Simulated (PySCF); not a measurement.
PySCF 2.14 output of an unrestricted PBE calculation on a single atom or ion in aug-cc-pwCVTZ-PP with ECP60MDF (8s7p6d4f1g, 96 functions), with a scalar-relativistic core potential:

```
SCF conv_tol = 1e-09
number electrons alpha = 11  beta = 10
    J. P. Perdew, K. Burke, and M. Ernzerhof.,  Phys. Rev. Lett. 77, 3865 (1996)
    J. P. Perdew, K. Burke, and M. Ernzerhof.,  Phys. Rev. Lett. 78, 1396 (1997)
    J. P. Perdew, K. Burke, and M. Ernzerhof.,  Phys. Rev. Lett. 77, 3865 (1996)
    J. P. Perdew, K. Burke, and M. Ernzerhof.,  Phys. Rev. Lett. 78, 1396 (1997)
cycle= 1 E= -192.609942195043  delta_E= -0.0131  |g|= 0.0276  |ddm|= 0.404
cycle= 2 E= -192.609990977652  delta_E= -4.88e-05  |g|= 0.0225  |ddm|= 0.057
cycle= 3 E= -192.610097325551  delta_E= -0.000106  |g|= 0.00201  |ddm|= 0.0293
cycle= 4 E= -192.610098290825  delta_E= -9.65e-07  |g|= 5.95e-05  |ddm|= 0.0025
cycle= 5 E= -192.61009829238  delta_E= -1.56e-09  |g|= 1.42e-05  |ddm|= 0.00015
cycle= 6 E= -192.610098292458  delta_E= -7.78e-11  |g|= 2.23e-06  |ddm|= 3.54e-05
converged SCF energy = -192.610098292458  <S^2> = 0.75103973  2S+1 = 2.0010395
```

The run itself started from symmetry-adapted Hartree-Fock orbitals and held the occupation by maximum overlap, on a logarithmic radial grid, so the iterations belong to that start.

Question: Which element, charge and spin multiplicity is this?

Answer: Pb⁺ (lead, charge +1), multiplicity 2; the state was [Xe] 4f14 5d10 6s2 6p1, 2P determinant.

Energies and moments cover only the electrons outside the core potential. Spin-orbit coupling, absent here, splits the open shell strongly.
